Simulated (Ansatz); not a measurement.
Nudged elastic band run: BCl₃H₄Si

Input file:

```yaml
crystal:
  periodic: [false, false, false]
  atoms:
    - { symbol: B, position_ang: [-0.095434, 1.441971, -0.175955] }
    - { symbol: Cl, position_ang: [0.040557, 2.245561, 1.3712] }
    - { symbol: Cl, position_ang: [1.346648, 0.981912, -1.052739] }
    - { symbol: Cl, position_ang: [-1.672692, 1.105335, -0.852267] }
    - { symbol: Si, position_ang: [0.175449, -3.399025, 1.242021] }
    - { symbol: H, position_ang: [-0.490428, -3.826134, -0.000937] }
    - { symbol: H, position_ang: [1.616559, -3.693168, 1.157038] }
    - { symbol: H, position_ang: [-0.409307, -4.116537, 2.388291] }
    - { symbol: H, position_ang: [-0.017154, -1.948215, 1.425047] }
basis:
  gaussian: { orbitals: def2-mTZVP }
hamiltonian:
  xc: hf
neb:
  order_check: false
  images: 7
  f_tol: 0.05
  max_iterations: 60
  final_atoms:
    - { symbol: B, position_ang: [-0.0971125, -0.74787862, -0.69208628] }
    - { symbol: Cl, position_ang: [0.59905243, 0.61582679, 2.99315344] }
    - { symbol: Cl, position_ang: [1.24494624, 0.10256544, -1.45292826] }
    - { symbol: Cl, position_ang: [-1.71427938, -0.06309273, -0.86710224] }
    - { symbol: Si, position_ang: [0.1824369, -2.50980414, 0.2986197] }
    - { symbol: H, position_ang: [-0.11714275, -3.60802928, -0.64300021] }
    - { symbol: H, position_ang: [1.57135639, -2.63703391, 0.76933744] }
    - { symbol: H, position_ang: [-0.74627149, -2.59661858, 1.44042765] }
    - { symbol: H, position_ang: [-0.42878783, 0.23576503, 3.65527776] }
  initial_path:
    images:
      - { positions_ang: [[-0.095434, 1.441971, -0.175955], [0.040557, 2.245561, 1.3712], [1.346648, 0.981912, -1.052739], [-1.672692, 1.105335, -0.852267], [0.175449, -3.399025, 1.242021], [-0.490428, -3.826134, -0.000937], [1.616559, -3.693168, 1.157038], [-0.409307, -4.116537, 2.388291], [-0.017154, -1.948215, 1.425047]] }
      - { positions_ang: [[-0.0778561, 1.08379096, -0.12644425], [0.03100067, 1.67713712, 1.5863003], [1.40344612, 0.74843506, -1.02138648], [-1.66631686, 0.82949176, -0.86122159], [0.15851533, -3.08276496, 1.10497321], [-0.53812318, -3.61340028, -0.05107705], [1.58779946, -3.41187184, 1.03422029], [-0.4096382, -3.65031595, 2.30461277], [0.00537077, -1.78880188, 1.5317218]] }
      - { positions_ang: [[-0.0602782, 0.72561092, -0.0769335], [0.02144434, 1.10871324, 1.80140061], [1.46024424, 0.51495813, -0.99003396], [-1.65994172, 0.55364851, -0.87017618], [0.14158165, -2.76650492, 0.96792542], [-0.58581836, -3.40066656, -0.10121711], [1.55903991, -3.13057568, 0.91140258], [-0.4099694, -3.18409489, 2.22093453], [0.02789554, -1.62938875, 1.6383966]] }
      - { positions_ang: [[-0.0427003, 0.36743088, -0.02742274], [0.011888, 0.54028936, 2.01650091], [1.51704236, 0.28148119, -0.95868144], [-1.65356658, 0.27780527, -0.87913077], [0.12464798, -2.45024488, 0.83087763], [-0.63351355, -3.18793283, -0.15135716], [1.53028037, -2.84927952, 0.78858487], [-0.4103006, -2.71787384, 2.1372563], [0.05042031, -1.46997563, 1.7450714]] }
      - { positions_ang: [[-0.0251224, 0.00925084, 0.02208801], [0.00233167, -0.02813452, 2.23160122], [1.57384048, 0.04800426, -0.92732892], [-1.64719143, 0.00196203, -0.88808536], [0.10771431, -2.13398484, 0.69382984], [-0.68120873, -2.97519911, -0.20149721], [1.50152083, -2.56798336, 0.66576716], [-0.4106318, -2.25165279, 2.05357806], [0.07294507, -1.31056251, 1.85174621]] }
      - { positions_ang: [[-0.04311993, -0.18003153, -0.15645556], [0.15151186, 0.13285581, 2.42198927], [1.49161692, 0.06164455, -1.05872875], [-1.66396342, -0.01430166, -0.88283958], [0.12639495, -2.22793967, 0.59502731], [-0.54019223, -3.13340665, -0.31187296], [1.51897972, -2.585246, 0.69165973], [-0.49454172, -2.33789424, 1.90029046], [-0.05248815, -0.92398062, 2.3026291]] }
      - { positions_ang: [[-0.06111745, -0.36931389, -0.33499914], [0.30069205, 0.29384613, 2.61237733], [1.40939336, 0.07528485, -1.19012859], [-1.68073541, -0.03056535, -0.8775938], [0.1450756, -2.32189449, 0.49622477], [-0.39917574, -3.2916142, -0.42224871], [1.53643861, -2.60250863, 0.7175523], [-0.57845165, -2.42413568, 1.74700285], [-0.17792138, -0.53739874, 2.75351199]] }
      - { positions_ang: [[-0.07911498, -0.55859626, -0.51354271], [0.44987224, 0.45483646, 2.80276539], [1.3271698, 0.08892515, -1.32152843], [-1.69750739, -0.04682904, -0.87234802], [0.16375625, -2.41584932, 0.39742224], [-0.25815925, -3.44982174, -0.53262446], [1.5538975, -2.61977127, 0.74344487], [-0.66236157, -2.51037713, 1.59371525], [-0.3033546, -0.15081685, 3.20439487]] }
      - { positions_ang: [[-0.0971125, -0.74787862, -0.69208628], [0.59905243, 0.61582679, 2.99315344], [1.24494624, 0.10256544, -1.45292826], [-1.71427938, -0.06309273, -0.86710224], [0.1824369, -2.50980414, 0.2986197], [-0.11714275, -3.60802928, -0.64300021], [1.57135639, -2.63703391, 0.76933744], [-0.74627149, -2.59661858, 1.44042765], [-0.42878783, 0.23576503, 3.65527776]] }
```

Run as:

```bash
$ ansatz run input.yaml --threads 4 --pin off --max-ram 5120MiB --backend cpu --events-out ev --progress --plain --runs-dir out
```

Output, in part (warnings, iteration lines, the closing report on the highest movable image, with atoms numbered from 0):

```
NEB end point (image 0): max|allowed force component| = 1.128e-2 eV/Å (the criterion of neb.relax_end_points is 1.000e-2)
NEB end point (image 8): max|allowed force component| = 2.137e-2 eV/Å (the criterion of neb.relax_end_points is 1.000e-2)
NEB iter   1: max|band force component| = 2.273e1 eV/Å  barrier→ = 7.7183 eV  barrier← = 6.6656 eV  Δτ_max = 0.2000 Å  (327 SCF iters)
NEB iter   2: max|band force component| = 6.174e0 eV/Å  barrier→ = 5.8057 eV  barrier← = 4.7529 eV  Δτ_max = 0.2000 Å  (233 SCF iters)
NEB iter   3: max|band force component| = 3.131e0 eV/Å  barrier→ = 4.3914 eV  barrier← = 3.3386 eV  Δτ_max = 0.2000 Å  (228 SCF iters)
NEB iter   4: max|band force component| = 3.446e0 eV/Å  barrier→ = 4.3392 eV  barrier← = 3.2864 eV  Δτ_max = 0.1025 Å  (228 SCF iters)
NEB iter   5: max|band force component| = 2.361e0 eV/Å  barrier→ = 4.3178 eV  barrier← = 3.2651 eV  Δτ_max = 0.0504 Å  (223 SCF iters)
NEB iter   6: max|band force component| = 1.878e0 eV/Å  barrier→ = 4.0572 eV  barrier← = 3.0045 eV  Δτ_max = 0.0503 Å  (225 SCF iters)
NEB iter   7: max|band force component| = 1.374e0 eV/Å  barrier→ = 3.8691 eV  barrier← = 2.8163 eV  Δτ_max = 0.1025 Å  (224 SCF iters)
NEB iter   8: max|band force component| = 1.891e0 eV/Å  barrier→ = 3.3677 eV  barrier← = 2.3150 eV  Δτ_max = 0.0505 Å  (228 SCF iters)
NEB iter   9: max|band force component| = 1.320e0 eV/Å  barrier→ = 3.1476 eV  barrier← = 2.0949 eV  Δτ_max = 0.0504 Å  (232 SCF iters)
NEB iter  10: max|band force component| = 1.144e0 eV/Å  barrier→ = 2.9044 eV  barrier← = 1.8516 eV  Δτ_max = 0.0504 Å  (228 SCF iters)
NEB iter  11: max|band force component| = 1.210e0 eV/Å  barrier→ = 2.6696 eV  barrier← = 1.6169 eV  Δτ_max = 0.0251 Å  (217 SCF iters)
NEB iter  12: max|band force component| = 5.690e-1 eV/Å  barrier→ = 2.6091 eV  barrier← = 1.5563 eV  Δτ_max = 0.0504 Å  (218 SCF iters)
NEB iter  13: max|band force component| = 1.836e0 eV/Å  barrier→ = 2.6169 eV  barrier← = 1.5642 eV  CI = image 4  Δτ_max = 0.0500 Å  (229 SCF iters)
NEB iter  14: max|band force component| = 1.540e0 eV/Å  barrier→ = 2.8403 eV  barrier← = 1.7875 eV  CI = image 4  Δτ_max = 0.0251 Å  (234 SCF iters)
NEB iter  15: max|band force component| = 1.406e0 eV/Å  barrier→ = 2.9339 eV  barrier← = 1.8811 eV  CI = image 4  Δτ_max = 0.0495 Å  (234 SCF iters)
NEB iter  16: max|band force component| = 1.262e0 eV/Å  barrier→ = 3.0855 eV  barrier← = 2.0327 eV  CI = image 4  Δτ_max = 0.1030 Å  (224 SCF iters)
NEB iter  17: max|band force component| = 3.294e0 eV/Å  barrier→ = 3.2436 eV  barrier← = 2.1909 eV  CI = image 4  Δτ_max = 0.0507 Å  (221 SCF iters)
NEB iter  18: max|band force component| = 1.496e0 eV/Å  barrier→ = 3.2537 eV  barrier← = 2.2009 eV  CI = image 4  Δτ_max = 0.0988 Å  (225 SCF iters)
NEB iter  19: max|band force component| = 9.994e-1 eV/Å  barrier→ = 3.2427 eV  barrier← = 2.1899 eV  CI = image 4  Δτ_max = 0.0999 Å  (222 SCF iters)
NEB iter  20: max|band force component| = 5.508e-1 eV/Å  barrier→ = 3.2232 eV  barrier← = 2.1705 eV  CI = image 4  Δτ_max = 0.0992 Å  (228 SCF iters)
NEB iter  21: max|band force component| = 2.259e0 eV/Å  barrier→ = 3.2188 eV  barrier← = 2.1661 eV  CI = image 4  Δτ_max = 0.0499 Å  (222 SCF iters)
NEB iter  22: max|band force component| = 8.486e-1 eV/Å  barrier→ = 3.2147 eV  barrier← = 2.1620 eV  CI = image 4  Δτ_max = 0.0505 Å  (233 SCF iters)
NEB iter  23: max|band force component| = 3.023e-1 eV/Å  barrier→ = 3.2092 eV  barrier← = 2.1564 eV  CI = image 4  Δτ_max = 0.0997 Å  (223 SCF iters)
NEB iter  24: max|band force component| = 2.855e0 eV/Å  barrier→ = 3.2011 eV  barrier← = 2.1483 eV  CI = image 4  Δτ_max = 0.0499 Å  (227 SCF iters)
NEB iter  25: max|band force component| = 1.563e0 eV/Å  barrier→ = 3.1956 eV  barrier← = 2.1428 eV  CI = image 4  Δτ_max = 0.1013 Å  (226 SCF iters)
NEB iter  26: max|band force component| = 1.339e0 eV/Å  barrier→ = 3.1891 eV  barrier← = 2.1363 eV  CI = image 4  Δτ_max = 0.0498 Å  (221 SCF iters)
NEB iter  27: max|band force component| = 9.894e-1 eV/Å  barrier→ = 3.1865 eV  barrier← = 2.1338 eV  CI = image 4  Δτ_max = 0.0249 Å  (226 SCF iters)
NEB iter  28: max|band force component| = 3.735e-1 eV/Å  barrier→ = 3.1859 eV  barrier← = 2.1331 eV  CI = image 4  Δτ_max = 0.0499 Å  (206 SCF iters)
NEB iter  29: max|band force component| = 5.754e-1 eV/Å  barrier→ = 3.1855 eV  barrier← = 2.1328 eV  CI = image 4  Δτ_max = 0.0251 Å  (208 SCF iters)
NEB iter  30: max|band force component| = 4.044e-1 eV/Å  barrier→ = 3.1854 eV  barrier← = 2.1326 eV  CI = image 4  Δτ_max = 0.0249 Å  (209 SCF iters)
NEB iter  31: max|band force component| = 3.033e-1 eV/Å  barrier→ = 3.1853 eV  barrier← = 2.1325 eV  CI = image 4  Δτ_max = 0.0124 Å  (208 SCF iters)
NEB iter  32: max|band force component| = 2.098e-1 eV/Å  barrier→ = 3.1853 eV  barrier← = 2.1325 eV  CI = image 4  Δτ_max = 0.0125 Å  (194 SCF iters)
NEB iter  33: max|band force component| = 3.147e-1 eV/Å  barrier→ = 3.1853 eV  barrier← = 2.1325 eV  CI = image 4  Δτ_max = 0.0062 Å  (194 SCF iters)
NEB iter  34: max|band force component| = 2.044e-1 eV/Å  barrier→ = 3.1853 eV  barrier← = 2.1325 eV  CI = image 4  Δτ_max = 0.0124 Å  (182 SCF iters)
NEB iter  35: max|band force component| = 1.330e-1 eV/Å  barrier→ = 3.1852 eV  barrier← = 2.1325 eV  CI = image 4  Δτ_max = 0.0062 Å  (194 SCF iters)
NEB iter  36: max|band force component| = 1.208e-1 eV/Å  barrier→ = 3.1852 eV  barrier← = 2.1325 eV  CI = image 4  Δτ_max = 0.0031 Å  (175 SCF iters)
NEB iter  37: max|band force component| = 1.040e-1 eV/Å  barrier→ = 3.1852 eV  barrier← = 2.1325 eV  CI = image 4  Δτ_max = 0.0031 Å  (168 SCF iters)
NEB iter  38: max|band force component| = 7.135e-2 eV/Å  barrier→ = 3.1852 eV  barrier← = 2.1325 eV  CI = image 4  Δτ_max = 0.0062 Å  (170 SCF iters)
NEB iter  39: max|band force component| = 1.761e-1 eV/Å  barrier→ = 3.1852 eV  barrier← = 2.1325 eV  CI = image 4  Δτ_max = 0.0031 Å  (173 SCF iters)
NEB iter  40: max|band force component| = 7.762e-2 eV/Å  barrier→ = 3.1852 eV  barrier← = 2.1325 eV  CI = image 4  Δτ_max = 0.0062 Å  (170 SCF iters)
NEB iter  41: max|band force component| = 5.946e-2 eV/Å  barrier→ = 3.1852 eV  barrier← = 2.1325 eV  CI = image 4  Δτ_max = 0.0062 Å  (168 SCF iters)
NEB iter  42: max|band force component| = 1.183e-1 eV/Å  barrier→ = 3.1852 eV  barrier← = 2.1325 eV  CI = image 4  Δτ_max = 0.0031 Å  (168 SCF iters)
NEB iter  43: max|band force component| = 7.318e-2 eV/Å  barrier→ = 3.1852 eV  barrier← = 2.1325 eV  CI = image 4  Δτ_max = 0.0062 Å  (162 SCF iters)
NEB iter  44: max|band force component| = 1.590e-1 eV/Å  barrier→ = 3.1852 eV  barrier← = 2.1325 eV  CI = image 4  Δτ_max = 0.0031 Å  (166 SCF iters)
NEB iter  45: max|band force component| = 7.573e-2 eV/Å  barrier→ = 3.1852 eV  barrier← = 2.1325 eV  CI = image 4  Δτ_max = 0.0062 Å  (164 SCF iters)
NEB iter  46: max|band force component| = 5.370e-2 eV/Å  barrier→ = 3.1852 eV  barrier← = 2.1325 eV  CI = image 4  Δτ_max = 0.0031 Å  (164 SCF iters)
NEB iter  47: max|band force component| = 5.381e-2 eV/Å  barrier→ = 3.1852 eV  barrier← = 2.1325 eV  CI = image 4  Δτ_max = 0.0016 Å  (165 SCF iters)
NEB iter  48: max|band force component| = 5.563e-2 eV/Å  barrier→ = 3.1852 eV  barrier← = 2.1325 eV  CI = image 4  Δτ_max = 0.0008 Å  (153 SCF iters)
NEB iter  49: max|band force component| = 5.558e-2 eV/Å  barrier→ = 3.1852 eV  barrier← = 2.1325 eV  CI = image 4  Δτ_max = 0.0016 Å  (148 SCF iters)
NEB iter  50: max|band force component| = 5.534e-2 eV/Å  barrier→ = 3.1852 eV  barrier← = 2.1325 eV  CI = image 4  Δτ_max = 0.0031 Å  (151 SCF iters)
NEB iter  51: max|band force component| = 5.507e-2 eV/Å  barrier→ = 3.1852 eV  barrier← = 2.1325 eV  CI = image 4  Δτ_max = 0.0031 Å  (161 SCF iters)
NEB iter  52: max|band force component| = 5.636e-2 eV/Å  barrier→ = 3.1852 eV  barrier← = 2.1325 eV  CI = image 4  Δτ_max = 0.0031 Å  (167 SCF iters)
NEB iter  53: max|band force component| = 6.043e-2 eV/Å  barrier→ = 3.1852 eV  barrier← = 2.1325 eV  CI = image 4  Δτ_max = 0.0016 Å  (168 SCF iters)
NEB iter  54: max|band force component| = 5.316e-2 eV/Å  barrier→ = 3.1852 eV  barrier← = 2.1325 eV  CI = image 4  Δτ_max = 0.0016 Å  (156 SCF iters)
NEB iter  55: max|band force component| = 5.214e-2 eV/Å  barrier→ = 3.1852 eV  barrier← = 2.1325 eV  CI = image 4  Δτ_max = 0.0008 Å  (155 SCF iters)
NEB iter  56: max|band force component| = 5.142e-2 eV/Å  barrier→ = 3.1852 eV  barrier← = 2.1325 eV  CI = image 4  Δτ_max = 0.0016 Å  (150 SCF iters)
NEB iter  57: max|band force component| = 4.787e-2 eV/Å  barrier→ = 3.1852 eV  barrier← = 2.1325 eV  CI = image 4  Δτ_max = 0.0000 Å  (407 SCF iters)
Total energy: -46108.54081306 eV, -1694.4576213885 hartree
Atom 0 at    -0.095295    -0.338257     0.134617 Å, force     0.000186     0.000040     0.000188 eV/Å
Atom 1 at     0.346376     0.764522     2.036482 Å, force    -0.000041    -0.000130    -0.000203 eV/Å
Atom 2 at     1.193306     0.085389    -1.012832 Å, force     0.000010     0.000022    -0.000065 eV/Å
Atom 3 at    -1.796935    -0.014438    -0.260538 Å, force    -0.000138     0.000035    -0.000051 eV/Å
Atom 4 at     0.131602    -2.442548     0.757312 Å, force    -0.000007    -0.000013    -0.000045 eV/Å
Atom 5 at    -0.180151    -3.011345    -0.557541 Å, force    -0.000004     0.000004    -0.000000 eV/Å
Atom 6 at     1.502015    -2.749193     1.182203 Å, force     0.000010    -0.000007    -0.000001 eV/Å
Atom 7 at    -0.852960    -2.827791     1.774575 Å, force    -0.000003    -0.000013     0.000008 eV/Å
Atom 8 at     0.246240    -0.674638     1.447422 Å, force    -0.000013     0.000062     0.000170 eV/Å
Dipole moment:     0.043237    -0.676535     0.082128 e Å
```

It converged. Neighbouring images differ by up to 2.5 eV, so the band resolves the path poorly. A vibrational analysis at the climbing image gives one clearly imaginary mode, 1429i cm⁻¹: a first-order saddle point. The orbitals stay closed-shell, which can raise the energy where a bond breaks towards radicals; this wasn't checked here.

Final band (atoms are numbered from 1 in the order of the input):

```tsv
image	path coordinate (Å)	energy (kJ/mol)	B1–Cl2 (Å)	Si5–H9 (Å)	B1–Si5 (Å)
0	0.00	0.0	1.75	1.47	5.05
1	1.07	1.5	1.75	1.47	4.33
2	2.15	12.2	1.75	1.47	3.72
3	3.23	69.8	1.79	1.48	2.99
4	4.31	307.3	2.24	1.90	2.21
5	5.16	161.6	2.98	2.46	2.05
6	6.00	117.1	3.51	3.02	2.04
7	6.84	104.8	3.67	3.64	2.04
8	7.68	101.6	3.99	4.38	2.04
```

The run took 6.4 min on 4 threads of Arm Neoverse V1, with other jobs on the host, peak memory 0.29 GiB.
